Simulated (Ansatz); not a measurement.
Wavefunction ladder for CH$_{7}$BSi$_{2}$ (`C[SiH]1B[SiH2]1`)

Cartesian coordinates in Å:
```
C 1.3885 0.9062 -0.5717
Si -0.3333 0.9373 0.1514
B -1.1329 -0.2525 1.3675
Si -0.7543 -1.7124 0.2603
H 1.3653 0.9327 -1.6632
H 1.9163 1.8034 -0.2326
H 1.9528 0.0330 -0.2454
H -1.0436 2.1485 -0.3543
H -2.2076 -0.0723 1.8493
H 0.5413 -1.9220 -0.4351
H -1.6924 -2.8018 -0.1261
```

Total charge 0; spin multiplicity 1. The structure was optimised at the PBE0-D4/def2-TZVP level. Frozen core, restricted reference, Ansatz 0.2.0. CBS rows extrapolate triple and quadruple zeta; past MP2 they add the triple-zeta difference.

```
     basis     HF (Eh)  MP2 corr.
  def2-SVP  -644.17440   -0.43489
def2-TZVPP  -644.44911   -0.53291
def2-QZVPP  -644.46938   -0.56740
```

Estimate the CCSD correlation energy and the (T) correction in each basis where they were run (hartree).


| basis | CCSD corr. | (T) |
| --- | --- | --- |
| def2-SVP | -0.49390 | -0.01898 |
| def2-TZVPP | -0.58697 | -0.02764 |
| CBS(def2) | -0.64701 | as TZ |
